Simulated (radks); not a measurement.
Spherical quantum dot in the effective-mass picture: electrons in a parabolic well V = omega^2 r^2 / 2 with omega = 0.448, with a point charge +1 (a donor) at the centre, all in effective atomic units (hartree* = m*/eps^2 hartree, bohr* = eps/m* bohr), one dielectric constant everywhere. Method: non-relativistic Kohn-Sham, exchange-only LDA, spin-polarised, spherical densities; computed with a radial shooting solver with Libxc functionals. Levels are named by radial order and angular momentum (1s, 1p, 1d, 2s, ...), and open shells are averaged over m. Results are scaled to m* = 0.12 and eps = 6.2, for which hartree* = 84.95 meV and bohr* = 2.734 nm.

N = 2, configuration 1s2. This is the lowest configuration that the search found. Occupied and some empty levels:

| level | occupation | eigenvalue (meV) | <r> (nm) |
|---|---|---|---|
| 1s | 2 | 60.293 | 3.690 |
| 1p | 0 | 113.81 | 6.021 |
| 2s | 0 | 137.66 | 6.595 |
| 1d | 0 | 153.15 | 7.382 |

Energy (meV): total 21.8150, kinetic 94.876, external -139.05, Hartree 115.16, exchange-correlation -49.174.

Electron density:

| r (nm) | n(r) (e/nm^3) |
|---|---|
| 0.373 | 0.02447 |
| 0.788 | 0.01814 |
| 1.20 | 0.01350 |
| 1.62 | 0.01009 |
| 2.03 | 0.007560 |
| 2.45 | 0.005668 |
| 2.86 | 0.004246 |
| 3.28 | 0.003167 |
| 3.69 | 0.002348 |
| 4.11 | 0.001728 |
| 4.52 | 0.001260 |
| 4.94 | 0.0009107 |
| 5.35 | 0.0006487 |
| 5.77 | 0.0004559 |
| 6.18 | 0.0003159 |
| 6.60 | 0.0002155 |
| 7.01 | 0.0001451 |
| 7.43 | 0.00009584 |
| 7.84 | 0.00006225 |
| 8.26 | 0.00003973 |
